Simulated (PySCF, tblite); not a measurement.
Calculations on `C=[CH][Al@-]([CH3])([F])[N+]#CC`, in the order of a workflow; each names the level of the geometry that it ran on. Settings lines and outputs come from a driver script.

C5H9AlFN.
Numbering: `[CH2:1]=[CH:2][Al@-:3]([CH3:4])([F:5])[N+:6]#[C:7][CH3:8]` (hydrogens: H9, H10 on C1; H11 on C2; H12, H13, H14 on C4; H15, H16, H17 on C8)

Step 1: GFN2-xTB geometry optimisation, gas phase (tblite 0.8.0) (from a force-field or distance-geometry start)
```json
{"job": {"kind": "relax", "xc": "GFN2-xTB", "basis": "xTB"}, "charge": 0, "multiplicity": 1}
```
```
step      E/eV     max force
  0    -652.96487    3.586
  1    -653.26152    2.274
  2    -653.25015    6.785
...
149    -653.69144    0.036
150    -653.69149    0.020
151    -653.69153    0.011
152    -653.69154    0.011
153    -653.69155    0.008
```

Energy lowered by 16.8 kcal/mol over 153 steps; largest atomic force 0.008 eV/Å at the end. «max force» is the largest atomic force in eV/Å.

The run took 0.92 s wall on Arm Neoverse V2, one thread, no GPU, shared host with 32 logical CPUs at a one-minute load of 22.

Step 2: GFN2-xTB harmonic vibrations, gas phase (tblite 0.8.0) (on the GFN2-xTB geometry)
```json
{"job": {"kind": "ir", "xc": "GFN2-xTB", "basis": "xTB"}, "charge": 0, "multiplicity": 1}
```
```
(table of modes left out)
```

45 modes from -4 to 3066 cm⁻¹ (unscaled, harmonic, a negative number standing for an imaginary wavenumber); zero-point energy 76.3 kcal/mol from the real modes; the lowest is imaginary at this level.

Time: 0.5 s. Hardware: one thread of an Arm Neoverse V2 (shared host).

Step 3: TDDFT CAM-B3LYP/def2-SVPD, vertical, gas phase, core orbitals frozen in the response (PySCF 2.14.0, density-fitted response routines) (on the GFN2-xTB geometry)
```json
{"job": {"kind": "uv", "xc": "CAM-B3LYP", "basis": "def2-SVPD", "nstates": 8, "ntriplets": 3}, "charge": 0, "multiplicity": 1}
```
```
...
Static polarisability (au): isotropic 90.227, principal 75.760 87.302 107.619
Singlet excitations
state   eV       nm        f      main configurations
  1   5.7177    216.8   0.02095   H->L 0.45, H->L+4 0.14, H->L+3 0.13
  2   6.0228    205.9   0.01114   H->L+2 0.35, H->L 0.32
  3   6.2914    197.1   0.02593   H-1->L 0.77, H->L 0.14
  4   6.3656    194.8   0.03473   H->L+2 0.37, H->L+4 0.16, H->L+3 0.13
  5   6.5594    189.0   0.08306   H-1->L+2 0.83
  6   6.6856    185.4   0.04335   H->L+1 0.57, H->L+3 0.26
  7   6.9262    179.0   0.05771   H-1->L+1 0.67, H-1->L+3 0.12
  8   7.1056    174.5   0.13355   H-1->L+3 0.32, H-1->L+4 0.17, H->L+3 0.15
Triplet excitations (Tamm-Dancoff, eV): 4.2650 5.1788 5.8910
```

HOMO -8.34 eV, LUMO 0.19 eV; lowest singlet 5.72 eV; lowest triplet 4.26 eV (Tamm–Dancoff); mean polarisability 90.2 au.

The run took 2.7 min of wall time (grids of density and orbitals included) on one thread, Intel Xeon at 2.50 GHz (x86_64), shared host with 64 logical CPUs at a one-minute load of 63, and the process peaked at 1.1 GiB of memory.

Geometry of the electronic-property runs (GFN2-xTB):
```
atom  x, y, z in Å
C1    -2.524   -1.124    0.729
C2    -1.716   -1.084   -0.329
Al3   -0.669    0.547   -0.795
C4    -1.145    2.357   -0.113
F5     0.144    0.425   -2.253
N6     1.007    0.120    0.327
C7     2.017   -0.410    0.212
C8     3.273   -1.068    0.080
H9    -3.120   -1.989    0.999
H10   -2.629   -0.272    1.384
H11   -1.681   -1.995   -0.932
H12   -1.895    2.860   -0.731
H13   -1.558    2.319    0.897
H14   -0.287    3.035   -0.072
H15    3.253   -2.012    0.623
H16    3.454   -1.262   -0.978
H17    4.068   -0.435    0.474
```

 (This holds for the electronic-property runs.)

One conformer stands for the species.
